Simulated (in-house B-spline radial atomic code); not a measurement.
Configurations of S⁴⁺, with energies counted from [Ne] 3s2. Method: Dirac-Hartree-Fock, average of configuration, Fermi nucleus of rms radius 3.2611 fm. Calculated with a radial B-spline atomic code at the basis-set limit. Energies include first-order Breit, QED and recoil terms.

Occupations are held fixed; configurations that lie above the ionisation limit could autoionise.

| configuration | E - E(ref) (eV) | highest orbital | its <r> (bohr) |
| --- | --- | --- | --- |
| [Ne] 3s1 4d1 | 47.794 | 4d5/2 | 3.823 |
| [Ne] 3s1 4f1 | 49.354 | 4f7/2 | 3.539 |
| [Ne] 3s1 6p1 | 59.368 | 6p3/2 | 8.762 |
| [Ne] 3s1 6g1 | 61.34 | 6g9/2 | 8.789 |
| [Ne] 3s1 7d1 | 63.532 | 7d5/2 | 13.44 |
| [He] 2s2 2p5 3s2 6d1 | 226.2 | 6d5/2 | 9.399 |
| [He] 2s2 2p5 3s2 7g1 | 229.46 | 7g9/2 | 12.68 |
| [He] 2s1 2p6 3s2 3p1 | 236.82 | 3p3/2 | 1.494 |
| [He] 2s1 2p6 3s2 4f1 | 280.51 | 4f7/2 | 3.49 |
| [He] 2s1 2p6 3s2 5p1 | 284.46 | 5p3/2 | 5.635 |
| [He] 2s1 2p6 3s2 6g1 | 292.64 | 6g9/2 | 8.781 |
| [He] 2s1 2p6 3s2 7p1 | 293.8 | 7p3/2 | 12.13 |
| [He] 2s1 2p6 3s2 7g1 | 295.15 | 7g9/2 | 12.68 |

Problem. Order these further configurations by energy, lowest first.
A. [He] 2s2 2p5 3s2 5d1
B. [He] 2s1 2p6 3s2 5f1
C. [He] 2s1 2p6 3s2 6p1
D. [Ne] 3s1 6d1
E. [Ne] 3s1 5f1

Solution. E (57.07 eV), D (60.835 eV), A (221.47 eV), B (288.28 eV), C (290.43 eV).

Problem. How far above the reference does [He] 2s1 2p6 3s2 3d1 lie?

Solution. 256.54 eV; its least bound orbital is 3d5/2 with <r> = 1.625 bohr.

Problem. How far above the reference does [He] 2s1 2p6 3s2 6f1 lie?

Solution. 292.51 eV; its least bound orbital is 6f7/2 with <r> = 9.422 bohr.

Problem. How far above the reference does [He] 2s2 2p5 3s2 3d1 lie?

Solution. 190.96 eV; its least bound orbital is 3d5/2 with <r> = 1.629 bohr.
